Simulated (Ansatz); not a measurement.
Geometry optimisation, UKS PBE/def2-SVP in Ansatz 0.2.0.

The input (input.yaml):

```yaml
crystal:
  periodic: [false, false, false]
  atoms:
    - { symbol: Zr, position_ang: [0.0, 0.0, 0.0] }
    - { symbol: F, position_ang: [0.0, 0.0, 2.23] }
    - { symbol: O, position_ang: [1.952, 0.0, -0.6893] }
    - { symbol: H, position_ang: [2.2684, -0.9521, -0.806] }
    - { symbol: O, position_ang: [-0.975, 1.6891, -0.6893] }
    - { symbol: H, position_ang: [-1.9328, 1.4584, -0.9117] }
    - { symbol: O, position_ang: [-0.975, -1.6891, -0.6893] }
    - { symbol: H, position_ang: [-1.4296, -2.1548, 0.0831] }
    - { symbol: Si, position_ang: [0.0, 0.0, 4.12] }
    - { symbol: H, position_ang: [-0.7436, -1.1581, 4.6074] }
    - { symbol: H, position_ang: [1.3747, -0.0649, 4.6074] }
    - { symbol: H, position_ang: [-0.6311, 1.223, 4.6074] }
magnetization:
  spin_polarized: true
  initial_magnetization: 1
basis:
  gaussian: { orbitals: def2-SVP }
hamiltonian:
  xc: pbe
relax:
  f_tol: 0.15
  max_steps: 25
  restrain:
    - { distance: [1, 8], at: 2.79, k: 30.0 }
    - { distance: [0, 1], at: 1.98, k: 30.0 }
```

Command:

```bash
$ ansatz run input.yaml --threads 4 --pin off --max-ram 5120MiB --backend cpu --events-out ev --progress --plain --runs-dir out
```

Where does it end, and by what steps?

The forces met the threshold. The restraints hold the end off the free minimum; the threshold counts their pulls, which the force column leaves out. Restrained pairs: F2–Si9 (1.89 → 2.79 Å), Zr1–F2 (2.23 → 1.97 Å). After 15 steps the energy has fallen by 1.777 eV (the restraints' own energy left out); H11 moved furthest, 1.30 Å.

```tsv
step	energy less start (eV)	largest force component (eV/Å)	accepted
0	0.0000	2.414	yes
1	-0.5651	1.743	yes
2	-0.9972	1.683	yes
3	-1.2661	0.799	yes
4	-1.4686	0.720	yes
5	-1.4387	1.307	no
6	-1.5247	0.617	yes
7	-1.5555	0.613	yes
8	-1.6042	0.633	yes
9	-1.6540	0.637	yes
10	-1.6849	0.541	yes
11	-1.7162	0.521	yes
12	-1.7297	0.476	yes
13	-1.7534	0.416	yes
14	-1.7662	0.433	yes
15	-1.7769	0.448	yes
```

```xyz
12
Properties=species:S:1:pos:R:3
Zr -0.231 -0.136 -0.030
F -0.293 0.170 1.912
O 1.608 -0.240 -0.607
H 2.467 -0.424 -1.006
O -1.115 1.338 -0.906
H -1.633 1.972 -1.414
O -1.145 -1.792 -0.396
H -1.600 -2.611 -0.635
Si 0.433 0.010 4.601
H -0.490 -1.183 4.475
H 1.236 -0.069 5.895
H -0.329 1.316 4.578
```

Time of the run: 60 s on 4 threads of Arm Neoverse V1, with other jobs on the host, peak memory 0.28 GiB.
